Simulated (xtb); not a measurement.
CS2, charge +1, doublet, geometry from GFN2-xTB (a state made from the parent by changing its charge; the spin is typed, not shown lowest); GFN1-xTB run with xtb.

The xtb input:
```
$ xtb mol.xyz --gfn 1 --chrg 1 --uhf 1 --ohess --json

# file mol.xyz
3

S     -0.00000000    -0.00000000    -1.55963386
C      0.00000000     0.00000000     0.00000000
S      0.00000000     0.00000000     1.55963386
```

Output, abridged:

```
   ID    Z sym.   atoms
    1   16 S      1, 3
    2    6 C      2

           -------------------------------------------------
          |                Calculation Setup                |
           -------------------------------------------------

           -------------------------------------------------
          |                 G F N 1 - x T B                 |
           -------------------------------------------------

          ...................................................
          :                      SETUP                      :
          :.................................................:
          :  # basis functions                  24          :
          :  # atomic orbitals                  22          :
          :  # shells                            8          :
          :  # electrons                        15          :
          :  # halogen bonds                     0          :
          :  max. iterations                   250          :
          :  Hamiltonian                  GFN1-xTB          :
          :  restarted?                      false          :
          :  GBSA solvation                  false          :
          :  PC potential                    false          :
          :  electronic temp.          300.0000000     K    :
          :  accuracy                    1.0000000          :
          :  -> integral cutoff          0.2500000E+02      :
          :  -> integral neglect         0.1000000E-07      :
          :  -> SCF convergence          0.1000000E-05 Eh   :
          :  -> wf. convergence          0.2000000E-04 e    :
          :  Broyden damping             0.4000000          :
          :  net charge                          1          :
          :  unpaired electrons                  1          :
          ...................................................

 iter      E             dE          RMSdq      gap      omega  full diag
   1     -8.6635894 -0.866359E+01  0.764E+00    4.98       0.0  T
   2     -8.5900963  0.734931E-01  0.121E+01    2.68       1.0  T
   3     -8.9314665 -0.341370E+00  0.438E+00    3.53       1.0  T
   4     -8.9393073 -0.784078E-02  0.122E+00    3.61       1.0  T
   5     -8.9442974 -0.499012E-02  0.938E-03    3.75       6.2  T
   6     -8.9442970  0.403887E-06  0.105E-02    3.75       5.5  T
   7     -8.9442975 -0.457334E-06  0.250E-04    3.75     230.5  T
   8     -8.9442975 -0.220986E-09  0.796E-06    3.75    7254.0  T
   9     -8.9442975 -0.444089E-13  0.107E-06    3.75   53849.9  T

   *** convergence criteria satisfied after 9 iterations ***

         :::::::::::::::::::::::::::::::::::::::::::::::::::::
         ::                     SUMMARY                     ::
         :::::::::::::::::::::::::::::::::::::::::::::::::::::
         :: total energy              -8.860058281020 Eh    ::
         :: gradient norm              0.002010661146 Eh/a0 ::
         :: HOMO-LUMO gap              3.753519207234 eV    ::
         ::.................................................::
         :: SCC energy                -8.944297488130 Eh    ::
         :: -> electrostatic           0.180205622579 Eh    ::
         :: repulsion energy           0.085209777172 Eh    ::
         :: dispersion energy         -0.000970570062 Eh    ::
         :: halogen bond corr.         0.000000000000 Eh    ::
         :: add. restraining           0.000000000000 Eh    ::
         :: total charge               1.000000000000 e     ::
         :::::::::::::::::::::::::::::::::::::::::::::::::::::

      -----------------------------------------------------------
     |                   =====================                   |
     |                        A N C O P T                        |
     |                   =====================                   |
     |               Approximate Normal Coordinate               |
     |                Rational Function Optimizer                |
[...]
 * total energy  :    -8.8600583 Eh     change        0.3907985E-13 Eh
 * total energy  :    -8.8600613 Eh     change       -0.2996123E-05 Eh
   *** GEOMETRY OPTIMIZATION CONVERGED AFTER 2 ITERATIONS ***
         :: total energy              -8.860061277143 Eh    ::
[...]
           -------------------------------------------------
 vibrational frequencies (cm⁻¹)
eigval :        0.00     0.00     0.00     0.00     0.00   307.07
eigval :      307.07   706.38  1401.97
 reduced masses (amu)
   1: 32.06   2: 32.06   3: 28.90   4: 28.90   5: 28.90   6: 15.17   7: 15.17   8: 32.06
   9: 15.17
 IR intensities (km·mol⁻¹)
   1:  0.00   2:  0.00   3: 12.78   4: 12.80   5: 12.80   6:  1.30   7:  1.30   8:  0.00
   9: 23.38
 Raman intensities (Ä⁴*amu⁻¹)
   1:  0.00   2:  0.00   3:  0.00   4:  0.00   5:  0.00   6:  0.00   7:  0.00   8:  0.00
   9:  0.00
 output can be read by thermo (or use thermo option).
 writing <g98.out> molden fake output.
 recommended (thermochemical) frequency scaling factor: 1.0
           -------------------------------------------------
          |             Thermodynamic Functions             |
           -------------------------------------------------

din symmetry found (for desy threshold:  0.10E+00) used in thermo

          ...................................................
          :                      SETUP                      :
          :.................................................:
          :  # frequencies                           4      :
          :  # imaginary freq.                       0      :
          :  linear?                              true      :
          :  only rotor calc.                    false      :
          :  symmetry                              din      :
          :  rotational number                       2      :
          :  scaling factor                  1.0000000      :
          :  rotor cutoff                   50.0000000 cm⁻¹ :
          :  imag. cutoff                  -20.0000000 cm⁻¹ :
          :.................................................:

    mode    ω/cm⁻¹     T·S(HO)/kcal·mol⁻¹    T·S(FR)/kcal·mol⁻¹   T·S(vib)
   ------------------------------------------------------------------------
   ------------------------------------------------------------------------

   temp. (K)  partition function   enthalpy   heat capacity  entropy
                                   cal/mol     cal/K/mol   cal/K/mol   J/K/mol
 298.15  VIB   1.73                  590.037      4.242      3.073
         ROT   960.                  592.502      1.987     15.633
         INT  0.166E+04             1182.538      6.229     18.706
         TR   0.643E+27             1481.254      4.968     38.888
         TOT                        2663.7923    11.1973    57.5942   240.9742

       T/K    H(0)-H(T)+PV         H(T)/Eh          T*S/Eh         G(T)/Eh
   ------------------------------------------------------------------------
    298.15    0.424502E-02    0.104473E-01    0.273649E-01   -0.169175E-01
   ------------------------------------------------------------------------

         :::::::::::::::::::::::::::::::::::::::::::::::::::::
         ::                  THERMODYNAMIC                  ::
         :::::::::::::::::::::::::::::::::::::::::::::::::::::
         :: total free energy          -8.876978809321 Eh   ::
         ::.................................................::
         :: total energy               -8.860061277143 Eh   ::
         :: zero point energy           0.006202317276 Eh   ::
         :: G(RRHO) w/o ZPVE           -0.023119849454 Eh   ::
         :: G(RRHO) contrib.           -0.016917532177 Eh   ::
         :::::::::::::::::::::::::::::::::::::::::::::::::::::

optimized geometry written to: xtbopt.xyz

           -------------------------------------------------
          | TOTAL ENERGY               -8.860061277143 Eh   |
          | TOTAL ENTHALPY             -8.849613936664 Eh   |
          | TOTAL FREE ENERGY          -8.876978809321 Eh   |
          | GRADIENT NORM               0.000635356304 Eh/α |
          | HOMO-LUMO GAP               3.748981999601 eV   |
           -------------------------------------------------

normal termination of xtb
```
